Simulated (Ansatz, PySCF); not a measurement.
Breaking a bond: B-trichloroborazine, SMILES ClB1NB(Cl)NB(Cl)N1. The N3–H12 bond (N3 also carries B, B; H12 carries nothing else) is varied alone, starting from the PBE0/def2-SVP optimised geometry.

UKS-PBE0 = unrestricted PBE0/cc-pVDZ (Ansatz, a quantum-chemistry and plane-wave program); RKS-PBE0 = restricted PBE0/cc-pVDZ run with Ansatz; UKS-PBE = Ansatz with unrestricted PBE/cc-pVDZ; RKS-PBE = Ansatz with restricted PBE/cc-pVDZ; UKS-B3LYP/6-31G* = PySCF with unrestricted B3LYP/6-31G*, spherical d; RKS-B3LYP/6-31G* = restricted B3LYP/6-31G*, spherical d run with PySCF; UKS-B3LYP/3-21G = unrestricted B3LYP/3-21G (PySCF); RKS-B3LYP/3-21G = PySCF with restricted B3LYP/3-21G; UKS-M06-2X/6-31G* = unrestricted M06-2X/6-31G*, spherical d run with PySCF 2.14.0; RKS-M06-2X/6-31G* = restricted M06-2X/6-31G*, spherical d (PySCF).

Scanned distances (Å): 0.83, 0.89, 0.95, 0.97, 1.01, 1.04, 1.07, 1.14, 1.23, 1.34, 1.48, 1.66, 1.89, 2.15, 2.45, 2.96.

Q: Where does the unrestricted solution first break spin symmetry (<S²> of 0.01 or more)?

A: UKS-PBE0: between 1.66 and 1.89 Å; UKS-PBE: between 1.89 and 2.15 Å; UKS-B3LYP/6-31G*: between 1.66 and 1.89 Å; UKS-B3LYP/3-21G: between 1.66 and 1.89 Å; UKS-M06-2X/6-31G*: between 1.66 and 1.89 Å.

| R / Å | <S²> UKS-PBE0 | E(RKS-PBE0) − E(UKS-PBE0) / kJ/mol | <S²> UKS-PBE | E(RKS-PBE) − E(UKS-PBE) / kJ/mol | <S²> UKS-B3LYP/6-31G* | E(RKS-B3LYP/6-31G*) − E(UKS-B3LYP/6-31G*) / kJ/mol | <S²> UKS-B3LYP/3-21G | E(RKS-B3LYP/3-21G) − E(UKS-B3LYP/3-21G) / kJ/mol | <S²> UKS-M06-2X/6-31G* | E(RKS-M06-2X/6-31G*) − E(UKS-M06-2X/6-31G*) / kJ/mol |
|---|---|---|---|---|---|---|---|---|---|---|
| 0.83 | 0.00 | 0.0 | 0.00 | 0.0 | 0.00 | 0.0 | 0.00 | 0.0 | 0.00 | 0.0 |
| 0.89 | 0.00 | 0.0 | 0.00 | 0.0 | 0.00 | 0.0 | 0.00 | 0.0 | 0.00 | 0.0 |
| 0.95 | 0.00 | 0.0 | 0.00 | 0.0 | 0.00 | 0.0 | 0.00 | 0.0 | 0.00 | 0.0 |
| 0.97 | 0.00 | 0.0 | 0.00 | 0.0 | 0.00 | 0.0 | 0.00 | 0.0 | 0.00 | 0.0 |
| 1.01 | 0.00 | 0.0 | 0.00 | 0.0 | 0.00 | 0.0 | 0.00 | 0.0 | 0.00 | 0.0 |
| 1.04 | 0.00 | 0.0 | 0.00 | 0.0 | 0.00 | 0.0 | 0.00 | 0.0 | 0.00 | 0.0 |
| 1.07 | 0.00 | 0.0 | 0.00 | 0.0 | 0.00 | 0.0 | 0.00 | 0.0 | 0.00 | 0.0 |
| 1.14 | 0.00 | 0.0 | 0.00 | 0.0 | 0.00 | 0.0 | 0.00 | 0.0 | 0.00 | 0.0 |
| 1.23 | 0.00 | 0.0 | 0.00 | 0.0 | 0.00 | 0.0 | 0.00 | 0.0 | 0.00 | 0.0 |
| 1.34 | 0.00 | 0.0 | 0.00 | 0.0 | 0.00 | 0.0 | 0.00 | 0.0 | 0.00 | 0.0 |
| 1.48 | 0.00 | 0.0 | 0.00 | 0.0 | 0.00 | 0.0 | 0.00 | 0.0 | 0.00 | 0.0 |
| 1.66 | 0.00 | 0.0 | 0.00 | 0.0 | 0.00 | 0.0 | 0.00 | 0.0 | 0.00 | 0.0 |
| 1.89 | 0.19 | 2.5 | 0.00 | 0.0 | 0.12 | 1.3 | 0.10 | 0.9 | 0.05 | 0.1 |
| 2.15 | 0.62 | 36.7 | 0.41 | 8.3 | 0.54 | 26.4 | 0.51 | 24.4 | 0.64 | 31.1 |
| 2.45 | 0.84 | 90.3 | 0.74 | 41.1 | 0.79 | 71.3 | 0.78 | 68.8 | 0.87 | 97.0 |
| 2.96 | 0.97 | 166.4 | 0.92 | 93.3 | 0.95 | 139.0 | 0.95 | 137.6 | 0.00 | — |

Dashes: no converged value, or the column stops at the first point that the program doubted or that broke a chosen test of continuity, which isn't proof of a fault.
